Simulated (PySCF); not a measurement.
## Dipole response of B⁺ (boron, charge +1)

[He] 2s2, closed-shell 1S. Computed with PySCF 2.14 in aug-cc-pCVQZ-DK (9s8p6d4f2g, 109 functions), with scalar relativity by spin-free X2C-1e. Coupled (time-dependent) response in atomic units; α is the mean over directions.

```
 method  mean α (bohr³)  C₆ (like pair)  S(−4)
    UHF           11.36           31.63  114.4
    PBE           10.63           28.79  99.51
   PBE0           10.76           29.28  102.1
wB97X-V           10.91           30.02  103.8
LC-wPBE           10.77           29.30  102.4
```

S(−4) is the Cauchy moment in α(ω) = α(0) + S(−4) ω² + …

α(iu) at LC-wPBE:

| u (hartree) | α(iu) (bohr³) |
| --- | --- |
| 0 | 10.77 |
| 0.0500 | 10.52 |
| 0.100 | 9.838 |
| 0.200 | 7.841 |
| 0.300 | 5.906 |
| 0.500 | 3.394 |
| 0.750 | 1.932 |
| 1.00 | 1.243 |
| 1.50 | 0.6461 |
| 2.00 | 0.4006 |
| 3.00 | 0.2032 |
| 5.00 | 0.08729 |

For an ion, C₆ is the dispersion term alone; charge-induced terms of lower order in 1/R come first.
